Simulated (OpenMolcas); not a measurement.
V4+ (d1) on a cation site of an ionic host was computed by SS-CASPT2, IPEA 0.25 Eh, imaginary shift 0.1 Eh with the d shell active (OpenMolcas, ANO-RCC-VTZP on the metal). Its lowest spin-free states, and all those of the highest spin:

```tsv
2S+1	Degeneracy	E (cm-1)
2	3	0
2	2	21580
```

Problem. Is the site octahedral, tetrahedral or cube-like, axial, or of lower symmetry?

Solution. The states with 2S+1 = 2 have orbital degeneracies 3, 2. Threefold states need a cubic site. For d1 at this spin an octahedron puts the threefold T2 below the twofold E and a tetrahedron or cube puts the twofold E below the threefold T2, so the site is octahedral. The first gap at this spin, 21600 cm-1, is |10Dq| in ligand-field theory. The run had V4+ with its 6 nearest chloride ions at 2.377 Å, on the Zr site of Cs2ZrCl6 (a = 10.407 Å, distance in the model lattice 2.446 Å). The rest of the host is ab initio model potentials to 7.6 Å and point charges beyond; the distance is set by hand and nothing relaxes. Ligand basis ANO-RCC-VDZP.

Roots that are degenerate in the reference are averaged as groups; the widest CASPT2 spread within a group is 10 cm-1 (the 2-fold group of multiplicity 2 near 21600 cm-1 above the lowest state of its run). Shifts and gaps below about the spread of the groups concerned are not significant. Over all roots computed the reference weight is 0.64; a low but even weight reflects the number of correlated electrons. An orbital triplet at a regular site is open to Jahn-Teller coupling, which can distort the site and quench the lowest spin-orbit gaps and is left out. The least metal-like active orbital is 75 % on the metal (Löwdin) and no ligand orbital is active, so the numbers are rough. Ligand-to-metal charge-transfer states are missing. With one d shell and no ligand orbital active, 10Dq can be off by a tenth or more. No measured value stands beside these numbers; the geometry was set by hand and not optimised.
